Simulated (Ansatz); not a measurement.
CH$_{6}$BNZn (`B[CH2][Zn][NH2]`) at its PBE0-D4/def2-TZVP geometry, where that method's forces vanish. Charge 0, multiplicity 1.

```xyz
10

B    -0.2987    0.5796    1.6369
C    -0.9378   -0.5946    0.9582
Zn    0.1361   -0.2204   -0.6708
N     0.9820   -0.1121   -2.2734
H    -0.7597    1.6838    1.5188
H     0.7419    0.4566    2.2268
H    -0.6446   -1.6140    1.2178
H    -1.9658   -0.5348    0.5949
H     1.9715   -0.3055   -2.3212
H     0.7751    0.6615   -2.8879
```

What forces (eV/Å) does PBE-D4/def2-TZVPP give on these atoms in the Gaussian-basis code of Ansatz? (Estimate.)

Computed: 
```
B1   0.115  0.124 -0.027
C2  -0.012 -0.051 -0.062
Zn3 -0.023  0.058  0.147
N4  -0.214 -0.205  0.108
H5  -0.050  0.103  0.003
H6   0.091 -0.011  0.069
H7   0.045 -0.210  0.046
H8  -0.208 -0.004 -0.073
H9   0.339 -0.072 -0.006
H10 -0.082  0.270 -0.206
```
